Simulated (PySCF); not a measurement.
**TlIn and its ions**

PBE0; basis Tl def2-SVP with ECP60, In def2-SVP with ECP28; scalar-relativistic core potentials; PySCF 2.14. Neutral (UKS): triplet (σ ↑, π ↑), Re = 3.094 Å, ωe = 98.3 cm⁻¹, De = 1.22 eV, HOMO -3.91 eV, LUMO -2.54 eV.

TlIn⁺ (UKS): doublet (σ ↑), Re = 3.615 Å, ωe = 60.2 cm⁻¹. The energies at the minima are -362.64944 hartree for TlIn and -362.45343 for TlIn⁺.

Q: Work out the adiabatic ionisation energy, without and with harmonic zero-point energies (1 hartree = 27.2114 eV, 1 eV = 8065.5 cm⁻¹), and the change of the bond length.

A: At PBE0: 0.19601 hartree = 5.334 eV between the minima; the zero-point term (60.2 − 98.3)/2 cm⁻¹ = -0.002 eV makes it 5.331 eV. Re changes by +52.1 pm against the neutral. The electron leaves a π orbital, and the longer bond of the ion fits a bonding orbital, or a change in how ionic the bond is.

Spin–orbit coupling is left out, which matters for elements this heavy, above all for dissociation energies. States were picked by a PBE0 search and need not be the measured ground states.
